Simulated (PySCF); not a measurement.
**Sc²⁺: excitation energy**

Sc²⁺ [Ar] 3d1 (2D) → Sc²⁺ [Ar] 4s1 (2S), as a difference of total energies. Computed with PySCF 2.14 in aug-cc-pwCVTZ-DK with one added diffuse shell each of s, p, d, f, g type (11s10p8d5f4g, 152 functions), with the spin-free X2C one-electron Hamiltonian (Gaussian nucleus). Correlated levels: valence and next inner shell: [Ne] frozen; nothing frozen. The calculations carry no spin-orbit coupling.

| method | excitation energy (eV) |
| --- | --- |
| UHF | 2.935 |
| LDA | 3.429 |
| PBE | 3.531 |
| PBE0 | 3.542 |
| r2SCAN | 3.774 |
| MP2 (valence and next inner shell) | 2.951 |
| SCS-MP2 (valence and next inner shell) | 3.007 |
| MP2 (all electrons) | 2.958 |
| SCS-MP2 (all electrons) | 3.009 |

**Question.** How much does correlation contribute at MP2 (all electrons)?

**Answer.** 2.958 − (2.935) = 0.023 eV, measured against UHF.

A first-order spin-orbit estimate (lowest level to lowest level, LS coupling) adds 0.019 eV.
